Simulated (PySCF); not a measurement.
CH₄OSe₂, SMILES CO[Se][SeH]. Atoms are numbered in the order given.

```xyz
8

Se     0.4538    -0.1929     0.8635
O      1.6919    -0.6531    -0.3555
C      1.3475    -1.7383    -1.1924
H      0.4940    -1.4851    -1.8483
H      2.2257    -1.9430    -1.8235
H      1.0957    -2.6452    -0.6131
Se    -1.1438     0.8421    -0.4234
H     -1.9765    -0.3433    -0.6807
```
Charge 0, spin multiplicity 1.

The structure is a stationary point at ωB97X-D3(BJ)/def2-SVP. One conformer was computed; it need not be the lowest.

Level of theory: PySCF with PBE/def2-TZVP.

Gas-phase values at a fixed geometry.

The total energy is -4918.03068 hartree and the highest occupied level comes out as -5.59 eV. The lowest empty level is -2.12 eV and the orbital gap is 3.47 eV. The dipole moment is 1.78 D and the quadrupole, principal values (traceless, Buckingham form, about the centre of nuclear charge) comes out as -3.50, 0.10, 3.40 D·Å. The mean static polarisability is 71.9 bohr³ (10.65 Å³) and the polarisability, principal values is 53.8, 67.9, 93.9 bohr³.
